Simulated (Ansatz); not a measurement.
One change: `CC(C)(C)[NH][InH2]` becomes `CC(C)(C)[NH][In]([F])[F]`.

Ansatz, PBE0-D4/def2-TZVP geometries, multiplicity 1. Each molecule was computed in one conformer, which needn't be the lowest.

Elements past krypton have def2 core potentials.

```csv
property,`CC(C)(C)[NH][InH2]`
LUMO energy (B3LYP/def2-TZVPP) / eV,-1.36
LUMO energy (PBE0/def2-TZVPP) / eV,-1.10
HOMO–LUMO gap (B3LYP/def2-TZVPP) / eV,4.82
LUMO energy (PBE/def2-TZVPP) / eV,-1.77
HOMO energy (B3LYP/def2-TZVPP) / eV,-6.18
HOMO energy (PBE/def2-TZVPP) / eV,-5.20
```

Task: Give the same properties after the change, and the shifts. (An estimate is asked.)

Result: Ansatz gave: 
```
                             property  `CC(C)(C)[NH][In]([F])[F]`  shift
  LUMO energy (B3LYP/def2-TZVPP) / eV                       -2.37  -1.01
   LUMO energy (PBE0/def2-TZVPP) / eV                       -2.02  -0.92
HOMO–LUMO gap (B3LYP/def2-TZVPP) / eV                        4.88   0.06
    LUMO energy (PBE/def2-TZVPP) / eV                       -2.91  -1.14
  HOMO energy (B3LYP/def2-TZVPP) / eV                       -7.25  -1.07
    HOMO energy (PBE/def2-TZVPP) / eV                       -6.12  -0.92
```

With PBE0 the HOMO falls by 1.07 eV and the LUMO falls by 0.92 eV, so the gap widens by about 0.15 eV. PBE moves the HOMO by -0.92 eV and ωB97M-V by -1.10 eV.

B3LYP here is the variant with VWN-RPA as its local correlation; programs differ in this.
